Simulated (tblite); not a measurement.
Run record: tight-binding relaxation, `C1CC1CN([SiH3])B(C)C`.

Computed with GFN2-xTB geometry optimisation, gas phase (tblite 0.8.0). Start geometry: from a force field or distance geometry. The command runs a driver script over a list of jobs; the input below is this job's line of settings and its coordinates in Å.

Command:
```bash
OMP_NUM_THREADS=1 python probes_run.py task.json out
```

Input:
```
{"job": {"kind": "relax", "xc": "GFN2-xTB", "basis": "xTB"}, "charge": 0, "multiplicity": 1}
C      2.340300     1.641200     0.033000
B      1.642000     0.239600     0.006700
C      2.494800    -1.024000    -0.393400
N      0.176900     0.153700     0.492400
Si     0.075800    -1.386600     1.457900
C     -0.583500    -0.008000    -0.709300
C     -2.052100    -0.003800    -0.602300
C     -2.580000     1.313800    -0.005700
C     -2.821800    -0.015100     0.670600
H      3.427800     1.618400     0.192000
H      1.926800     2.289500     0.855400
H      2.165200     2.216900    -0.911000
H      3.259400    -0.775700    -1.166000
H      3.059300    -1.440900     0.476700
H      1.893100    -1.822000    -0.823800
H     -1.117000    -2.174800     1.120000
H      1.253200    -2.181200     1.081000
H      0.106200    -1.127400     2.895500
H     -0.293700     0.804900    -1.415400
H     -0.262100    -0.997300    -1.133100
H     -2.622500    -0.425100    -1.455200
H     -1.840700     1.947000     0.535900
H     -3.345900     1.772100    -0.632800
H     -2.418500    -0.229200     1.648200
H     -3.894100    -0.361700     0.570700
```

**Question.** What does the run print?

**Answer.** 
```
step      E/eV     max force
  0    -730.36552    2.699
  1    -730.71552    1.578
  2    -730.87752    0.858
  3    -730.99140    0.747
  4    -731.11849    0.759
  5    -731.19670    0.775
  6    -731.26976    0.688
  7    -731.32816    0.560
  8    -731.37675    0.533
  9    -731.41712    0.480
... (215 lines left out)
225    -732.53319    0.022
226    -732.53330    0.024
227    -732.53340    0.023
228    -732.53348    0.015
229    -732.53354    0.012
230    -732.53359    0.012
231    -732.53363    0.013
232    -732.53367    0.013
233    -732.53371    0.011
234    -732.53374    0.010
```

«max force» is the largest atomic force in eV/Å.

**Question.** From which step on does the largest force stay under 0.1 eV/Å, and how much energy is left to gain from there?

**Answer.** From step 134 (0.084 eV/Å), 47.3 meV above the end.

Summary of the converged run: energy lowered by 50.0 kcal/mol over 234 steps; largest atomic force 0.010 eV/Å at the end.

**Question.** Where do the atoms end?

**Answer.** 1.514 Å rms from the input after alignment:
```
atom  x, y, z in Å
C1     1.8416    1.4409   -0.3379
B2     1.5491   -0.0577    0.1236
C3     2.6818   -0.8118    0.9431
N4     0.3599   -0.7297   -0.2180
Si5    0.0776   -2.4257    0.1198
C6    -0.7423   -0.0310   -0.8739
C7    -1.9055    0.1825    0.0680
C8    -2.8508    1.3246   -0.1513
C9    -1.9098    1.3439    1.0143
H10    2.8329    1.7704   -0.0354
H11    1.1327    2.1533    0.0810
H12    1.7875    1.5448   -1.4217
H13    3.4520   -1.1747    0.2629
H14    3.1825   -0.1452    1.6430
H15    2.3222   -1.6697    1.5059
H16   -1.1036   -2.8136   -0.6572
H17    1.2246   -3.2129   -0.3334
H18   -0.1885   -2.6265    1.5483
H19   -0.3948    0.9335   -1.2430
H20   -1.0822   -0.6179   -1.7354
H21   -2.3309   -0.7443    0.4353
H22   -2.6541    1.9952   -0.9743
H23   -3.9019    1.1669    0.0358
H24   -1.0774    2.0290    0.9834
H25   -2.3136    1.2000    2.0048
```

The run took 4.1 s on an Arm Neoverse N1 with one thread, shared host with 64 logical CPUs at a one-minute load of 60.
Labels such as C1 count atoms from 1, the log's own numbers from 0.
